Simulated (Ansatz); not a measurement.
Cost and result up the ladder for cyclo-(H2SnCH2)4 (C₄H₁₆Sn₄) (24 atoms). Total charge 0; singlet. Geometry: PBE-D4/def2-SVP.

```
atom   x (Å)   y (Å)   z (Å)
 Sn1  -1.237  -2.246   0.054
  H2  -1.504  -3.544   1.174
  H3  -2.049  -2.606  -1.440
  C4  -2.043  -0.399   0.872
 Sn5  -2.172   1.253  -0.534
  H6  -3.576   1.034  -1.531
  H7  -2.317   2.754   0.330
  C8  -0.395   1.323  -1.786
 Sn9   1.415   1.990  -0.782
 H10   2.809   1.505  -1.699
 H11   1.386   3.721  -0.664
 C12   1.539   1.125   1.210
Sn13   1.994  -0.999   1.264
 H14   3.700  -1.215   1.022
 H15   1.550  -1.659   2.809
 C16   0.900  -2.048  -0.296
 H17  -1.417  -0.094   1.735
 H18  -3.064  -0.604   1.254
 H19  -0.224   0.313  -2.210
 H20  -0.592   2.014  -2.631
 H21   2.331   1.660   1.772
 H22   0.576   1.305   1.731
 H23   1.064  -1.518  -1.257
 H24   1.326  -3.067  -0.397
```

Ansatz on 4 threads of Intel Xeon 6975P-C on a shared host. Times are rough, and most runs start from the orbitals of an earlier one. PBE0-D4/def2-TZVP serves as the yardstick here, not as an exact answer. Differences are given only for rows in sets of like size (and for xTB, whose basis is part of the method), since another set adds its own error. Binding counts from free atoms at the same level (Sn triplet, H doublet, C triplet; other spins of the atoms weren't run), without zero-point energy or a counterpoise term.

In the def2 sets Sn takes a core potential, while STO-3G treats all electrons; there is no spin–orbit coupling. Correlated methods freeze 20 core orbitals; core or outer-core shells of Sn are correlated, in sets that lack core-valence functions. The rows differ in basis, and correlated rows in double-zeta sets carry the largest basis error.

Correlated methods converge slowly with the basis, most of all in double-zeta sets.

```tsv
level	functions	wall time	binding energy per atom (eV)	difference from PBE0-D4/def2-TZVP (eV)
HF/STO-3G	144	2.9 s	3.58	–
PBE-D4/def2-SVP	240	2.9 s	3.21	–
PBE-D4/def2-TZVP	420	5.5 s	3.22	0.02
PBE0-D4/def2-SVP	240	5.5 s	3.19	–
revPBE-D4/def2-TZVP	420	6 s	3.15	-0.05
MP2/def2-SVP	240	6.5 s	3.02	–
r2SCAN-D4/def2-TZVP (with forces)	420	11 s	3.20	0.00
PBE0-D4/def2-TZVP	420	15 s	3.19	0.00
r2SCANh-D4/def2-TZVP	420	17 s	3.18	-0.01
```
